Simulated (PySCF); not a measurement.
# Orbital picture of TaC

PBE0 at R = 1.766 Å; basis Ta def2-TZVPPD with ECP60, C def2-TZVPPD; scalar-relativistic core potentials; PySCF 2.14. State: ⁴Δ (quartet), unpaired electrons σ ↑↑, δ ↑. Only the outer orbitals are listed, counted within each symmetry, core potentials removing the inner ones.

| spin | orbital | occ. | ε (eV) | on Ta (%) | main shells (%) |
| --- | --- | --- | --- | --- | --- |
| α | 4σ | 1 | -14.42 | 27 | 73 C s, 14 Ta d, 9 Ta s |
| α | 5σ | 1 | -7.32 | 34 | 49 C p, 31 Ta d, 16 C s |
| α | 2π | 1 | -6.60 | 56 | 54 Ta d, 44 C p |
| α | 2π | 1 | -6.60 | 56 | 54 Ta d, 44 C p |
| α | 6σ | 1 | -6.00 | 108 | 88 Ta s, 16 Ta d |
| α | 1δ | 1 | -5.39 | 100 | 100 Ta d |
| α | 1δ | 0 | -2.17 | 100 | 100 Ta d |
| α | 3π | 0 | -1.64 | 82 | 63 Ta p, 18 Ta d, 16 C p |
| α | 3π | 0 | -1.64 | 82 | 63 Ta p, 18 Ta d, 16 C p |
| β | 1π | 1 | -38.88 | 100 | 100 Ta p |
| β | 1π | 1 | -38.88 | 100 | 100 Ta p |
| β | 4σ | 1 | -13.34 | 26 | 73 C s, 12 Ta d, 9 Ta s |
| β | 2π | 1 | -6.18 | 45 | 54 C p, 43 Ta d |
| β | 2π | 1 | -6.18 | 45 | 54 C p, 43 Ta d |
| β | 5σ | 0 | -2.94 | 65 | 52 Ta s, 21 C p, 14 C s |
| β | 6σ | 0 | -2.50 | 87 | 47 Ta s, 40 Ta d, 10 C p |
| β | 1δ | 0 | -1.12 | 99 | 99 Ta d |

Q: Which are the highest filled and the lowest empty level, where do they sit, and how wide is the gap?

A: Highest filled α 1δ at -5.39 eV (in %: 100 Ta d); lowest empty β 5σ at -2.94 eV (in %: 52 Ta s, 21 C p, 14 C s); the gap at PBE0 is 2.45 eV.

```json
{
 "bond order (Mayer)": "2.75",
 "⟨S²⟩": "3.777",
 "charge on Ta (Mulliken, basis-dependent)": "0.12",
 "charge on Ta (Löwdin, basis-dependent)": "0.40",
 "dipole moment (positive dipole means Ta(−)C(+))": "-4.13 D",
 "polarisability along the bond": "79.6 bohr³",
 "polarisability across the bond": "79.8 bohr³"
}
```

Shares are Mulliken populations and can fall outside 0 to 100 %.

Spin–orbit coupling is left out. The state is the lowest single determinant that the PBE0 search found; with open d or f shells the true ground state can be another one.
